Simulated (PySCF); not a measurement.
Species: `C/C(=C/C(C)C)C(=O)Cl`. The columns A, B, C and D hold Mulliken, IAO, Hirshfeld and ESP-fitted charges (e) of one PBE0/pcSseg-1 density (PySCF), in a shuffled order. Coordinates in Å (GFN2-xTB); the density's dipole moment is (-1.07, 0.26, 3.22) D.

```csv
atom,x,y,z,A,B,C,D
C1,2.612,-0.030,0.828,-0.472,-0.424,-0.129,-0.094
C2,1.388,-0.113,-0.034,+0.185,-0.068,-0.015,-0.361
C3,0.156,-0.108,0.503,-0.423,-0.069,+0.007,+0.019
C4,-1.161,-0.163,-0.194,+0.548,-0.106,-0.023,-0.355
C5,-2.198,-0.872,0.676,-0.616,-0.418,-0.116,-0.201
C6,-1.606,1.274,-0.500,-0.639,-0.409,-0.115,-0.198
C7,1.557,-0.222,-1.479,+0.356,+0.348,+0.175,+0.319
O8,0.744,-0.086,-2.339,-0.372,-0.365,-0.185,-0.320
Cl9,3.222,-0.632,-1.969,-0.151,-0.108,-0.054,-0.147
H10,3.175,-0.961,0.784,+0.131,+0.161,+0.038,+0.145
H11,3.265,0.770,0.484,+0.143,+0.158,+0.039,+0.140
H12,2.333,0.161,1.860,+0.144,+0.148,+0.049,+0.118
H13,0.090,-0.036,1.583,+0.201,+0.147,+0.054,+0.094
H14,-1.061,-0.694,-1.144,+0.015,+0.157,+0.034,+0.151
H15,-1.873,-1.882,0.915,+0.141,+0.142,+0.040,+0.120
H16,-2.356,-0.330,1.606,+0.154,+0.133,+0.038,+0.103
H17,-3.147,-0.934,0.150,+0.157,+0.145,+0.046,+0.118
H18,-2.577,1.265,-0.988,+0.157,+0.144,+0.046,+0.118
H19,-0.890,1.752,-1.162,+0.178,+0.151,+0.036,+0.134
H20,-1.681,1.853,0.418,+0.162,+0.133,+0.037,+0.100
```

Q: Which column most likely holds the ESP-fitted charges?

A: A. Σ q r misses the density's dipole by 0.09 D (A), 0.56 D (B), 1.49 D (C), 1.58 D (D). Charges fitted to the outside potential are the only set here that is tied to the molecule's multipoles.

Q: And the Hirshfeld charges?

A: C. The mean sizes are 0.064 e (C), 0.168 e (D), 0.197 e (B), 0.267 e (A), and Hirshfeld charges are commonly the smallest of these schemes.

As computed, A = ESP-fitted, B = IAO, C = Hirshfeld, D = Mulliken. Hydrogens on carbon: ESP-fitted +0.01 to +0.20, IAO +0.13 to +0.16, Hirshfeld +0.03 to +0.05, Mulliken +0.09 to +0.15 e.

The IAO scheme counts the electrons in orthogonalised intrinsic atomic orbitals, a minimal basis polarised so that it spans the occupied orbitals exactly. The Mulliken scheme counts on each atom the diagonal of the density matrix times the overlap matrix over that atom's basis functions.

Isolated species at its GFN2-xTB geometry (one conformer only).

Shape of the structure used: `[CH3:1]/[C:2](=[CH:3]/[CH:4]([CH3:5])[CH3:6])[C:7](=[O:8])[Cl:9]`: C2–C3–C4–C5 149°, C1–C2–C7–O8 -167°.
